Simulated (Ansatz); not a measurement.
Consider the isomerisation: `N=C=C[SiH3]` → `NC1=C[SiH2]1`.

Program: Ansatz. Geometries: PBE0-D4/def2-TZVP. ΔE: electronic, gas phase. CCSD(T)/CBS is the MP2 limit (def2-TZVPP, def2-QZVPP) plus CCSD(T) − MP2 in def2-TZVPP, frozen cores. Functionals use def2-TZVPP. B3LYP here is the variant with VWN-RPA as its local correlation; programs differ in this. HSE06 is defined as in plane-wave codes. Each species was taken in one conformer, which may not be the lowest.

```tsv
level	ΔE (kJ/mol)	difference from CCSD(T)/CBS
LDA (SPW92)	22.4	-24.2
PBE-D4	45.1	-1.5
revPBE-D4	50.3	3.7
BLYP-D4	70.5	23.9
r2SCAN-D4	50.5	3.9
B97M-V	49.4	2.8
PBE0-D4	37.3	-9.3
B3LYP-D4	61.3	14.7
r2SCAN0-D4	41.5	-5.1
HSE06-D4	37.6	-9.0
BHLYP-D4	55.6	9.0
CAM-B3LYP-D4	53.8	7.2
ωB97X-V	44.7	-1.9
ωB97M-V	46.0	-0.6
PBE-QIDH	36.2	-10.4
PBE	45.8	-0.8
revPBE	53.1	6.5
BLYP	72.4	25.8
r2SCAN	50.6	4.0
PBE0	37.8	-8.8
B3LYP	62.6	16.0
r2SCANh	46.9	0.3
r2SCAN0	41.5	-5.1
HSE06	38.0	-8.6
BHLYP	56.6	10.0
CAM-B3LYP	54.2	7.6
LC-ωPBE	31.1	-15.5
HF/def2-SVP	66.4	19.8
MP2/def2-SVP	49.5	2.9
CCSD/def2-SVP	55.5	8.9
HF/def2-TZVPP	71.6	25.0
MP2/def2-TZVPP	45.7	-0.9
SCS-MP2/def2-TZVPP	54.8	8.2
CCSD/def2-TZVPP	53.2	6.6
CCSD(T)/def2-TZVPP	53.6	7.0
HF/def2-QZVPP	70.8	24.2
MP2/def2-QZVPP	41.3	-5.3
SCS-MP2/def2-QZVPP	50.7	4.1
MP2/CBS(def2)	38.6	-8.0
CCSD/CBS(def2)	46.2	-0.4
CCSD(T)/CBS	46.6	0
```

Largest T1 diagnostic among the species: 0.015.

From BLYP to BHLYP (50 % exact exchange), in def2-TZVPP and without D4, ΔE moves by −15.8 kJ/mol. In def2-TZVPP, CCSD(T) changes the Hartree–Fock value by −18.0 kJ/mol (the triples alone add +0.4 kJ/mol) and MP2 by −26.0 kJ/mol.
